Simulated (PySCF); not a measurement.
Match the calculated data to a structure.

All candidates are C4H8O3.

* UV, strongest line: among the 8 lowest singlet transitions: S8 at 8.74 eV (142 nm, f = 0.070) [TDDFT wB97X-D/def2-SVPD]
* Rotational structure: rotational constants A, B, C: 3.604, 2.286, 1.628 GHz [GFN2-xTB]
* Polarisability: 61.1 au [wB97X-D/def2-SVPD]
* UV, first state: lowest singlet excitation: 5.78 eV (215 nm, f = 0.001) [TDDFT wB97X-D/def2-SVPD]
* Dipole: 2.21 D [wB97X-D/def2-SVPD]
* Triplet: lowest triplet excitation (Tamm–Dancoff): 5.30 eV [TDA wB97X-D/def2-SVPD]

Gas-phase values; electronic properties from PySCF, density fitting. Levels stand in brackets. The structure is a single GFN2-xTB conformer in the gas phase; no vibrational or solvent corrections.

Question: Which candidate is it?
A. `CO[C@H](C)C(=O)O`
B. `CC1OCOCO1`
C. `COCCC(=O)O`

Answer: A. It is `CO[C@H](C)C(=O)O`. Numbering: `[CH3:1][O:2][C@H:3]([CH3:4])[C:5](=[O:6])[OH:7]`. Its formula, C4H8O3, gives 1 degree of unsaturation: 0 rings and 1 π bond in the structure found. The optimised geometry has point group C1 and is an asymmetric top.

The others, at the same levels:
- `COCCC(=O)O` fails: its computed lowest singlet excitation is 6.01 eV (206 nm, f = 0.000) (against 5.78 eV), lowest triplet excitation (Tamm–Dancoff) is 5.52 eV (against 5.30 eV) and rotational constant A is 8.676 GHz (against 3.604 GHz).
- `CC1OCOCO1` fails: its computed lowest singlet excitation is 8.27 eV (150 nm, f = 0.089) (against 5.78 eV), lowest triplet excitation (Tamm–Dancoff) is 8.11 eV (against 5.30 eV) and strongest line among the 8 lowest singlet transitions is S4 at 8.99 eV (138 nm, f = 0.126) (against S8 at 8.74 eV).

Each candidate is one conformer, not necessarily the lowest. Dipoles, sizes and rotational constants follow the conformer. The torsions of the flexible species, by atom-mapped SMILES:
- `[CH3:1][O:2][C@H:3]([CH3:4])[C:5](=[O:6])[OH:7]`: C1–O2–C3–C4 -171°, O2–C3–C5–O6 6°, H–O7–C5–C3 -179°
- `[CH3:1][O:2][CH2:3][CH2:4][C:5](=[O:6])[OH:7]`: C1–O2–C3–C4 180°, O2–C3–C4–C5 180°, C3–C4–C5–O6 0°, H–O7–C5–C4 180°

The conformers of `CC1OCOCO1` aren't listed.
